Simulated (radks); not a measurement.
Task: The mean radii <r> (bohr) of the occupied orbitals of an atom or ion are listed with their occupations. All-electron calculation, scalar-relativistic Kohn-Sham, Slater X-alpha with alpha = 0.773, spin-polarised, spherical densities, finite nucleus; Fermi nuclear charge, rms radius of each element as measured or else 0.836 A^(1/3) + 0.57 fm. Program: a radial shooting solver on a logarithmic mesh with Libxc functionals.

| orbital | occ. | <r> |
|---|---|---|
| 1s up | 1 | 0.02611 |
| 1s down | 1 | 0.02611 |
| 2s up | 1 | 0.1121 |
| 2s down | 1 | 0.1121 |
| 2p up | 3 | 0.09808 |
| 2p down | 3 | 0.09808 |
| 3s up | 1 | 0.2987 |
| 3s down | 1 | 0.2987 |
| 3p up | 3 | 0.2964 |
| 3p down | 3 | 0.2964 |
| 3d up | 5 | 0.2727 |
| 3d down | 5 | 0.2726 |
| 4s up | 1 | 0.6923 |
| 4s down | 1 | 0.6920 |
| 4p up | 3 | 0.7361 |
| 4p down | 3 | 0.7353 |
| 4d up | 5 | 0.8294 |
| 4d down | 5 | 0.8260 |
| 5s up | 1 | 1.657 |
| 5s down | 1 | 1.652 |
| 5p up | 3 | 1.891 |
| 5p down | 1 | 1.898 |

Name the element and its charge. Open shells, if any, are filled with parallel spins first.

Result: Z = 55, caesium, charge +3: Cs3+ in [Kr] 4d10 5s2 5p4. The 1s radius gives Z: for a bare nucleus <r> = (2 gamma + 1)/(2Z) with gamma = sqrt(1 - (Z/c)^2), 0.02574 bohr for Z = 55, and screening makes it slightly larger (0.02611 here). The occupations add up to 52, and the charge is Z minus that.
